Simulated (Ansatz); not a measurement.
Ansatz (a program for electronic structure) input:

Ansatz 0.2 input:
```yaml
crystal:
  periodic: [false, false, false]
  atoms:
    - {symbol: Sr, position_ang: [-0.00000000, -0.00000000, -0.42582728]}
    - {symbol: O, position_ang: [0.00000000, 0.00000000, 1.69169827]}
    - {symbol: H, position_ang: [0.00000000, 0.00000000, 2.64785055]}
basis:
  gaussian:
    orbitals: def2-TZVPD
hamiltonian:
  xc: {name: HSE06}
magnetization: {spin_polarized: true, initial_magnetization: 1}
output: {forces: true}
```

Which total energy does the run end on?

-106.50893 Eh (HSE06/def2-TZVPD). The basis has 82 functions.

It need not be the lowest isomer of its formula.
